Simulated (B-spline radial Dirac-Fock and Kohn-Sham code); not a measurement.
# How the settings move the core levels of C²⁺

ΔSCF core binding energies without Breit or QED terms, calculated with a radial atomic solver. Keys: rel is the Hamiltonian (dirac, or spin-free x2c and nr, where L3 and M5 stand for the whole 2p and 3d shells), method is hf or an exchange,correlation pair (spin-unpolarised, also for the hole states), nuc the nuclear model, radius_factor scales its radius, rmax is the box in bohr, h the logarithmic mesh step, order the B-spline order, points the quadrature points per cell, c_factor scales the speed of light, and damp, ndamp, maxit and tol steer the iteration. The run stops when the commutator error falls below 10·tol·max(1, Z/10), or the numerical noise floor, and the energy has settled to about 1e-8 Ha; the virial ratio is −V/T.

Base input:

```json
{"items": [{"Z": 6, "q": 2, "cfg": [[1, 0, 2], [2, 0, 2]], "A": 12, "rrms": 2.4702, "do": "settings", "holes": ["K", "L3", "M5"],
  "settings": [{"rel": "dirac", "method": "hf", "nuc": "fermi", "radius_factor": 1.0, "rmax": 45.0, "h": 0.3, "order": 8, "points": 10, "c_factor": 1.0, "maxit": 60, "damp": 0.5, "ndamp": 3, "tol": 1e-08}]}]}
```

The ground state converged in 8 iterations, with total energy -36.42515 Ha, virial ratio 1.99909 and highest orbital energy -46.12 eV. ΔSCF binding energies: K (1s) 339.4 eV. Holes are computed only in closed shells, and unreliable hole states are left out.

Changes from the base run:

| changed setting | Δ total energy (Ha) | Δ K (eV) | iterations |
| --- | --- | --- | --- |
| method = "b88," | ? | ? | ? |
| rmax = 60.0 | 0.00000 | 0.00 | 8 |
| damp = 0.0 | 0.00000 | 0.00 | 7 |
| h = 0.12 | 0.00000 | 0.00 | 8 |
| method = "b88,"; rmax = 60.0; damp = 0.0 | +0.00864 | +6.48 | 7 |
| order = 7 | 0.00000 | 0.00 | 8 |
| h = 0.12; damp = 0.0; tol = 0.0001 | 0.00000 | 0.00 | 6 |

Question: What does the change method = "b88," do?

Answer: The total energy moves by +0.00864 Ha and the binding energies by K +6.48 eV; the run takes 8 iterations.
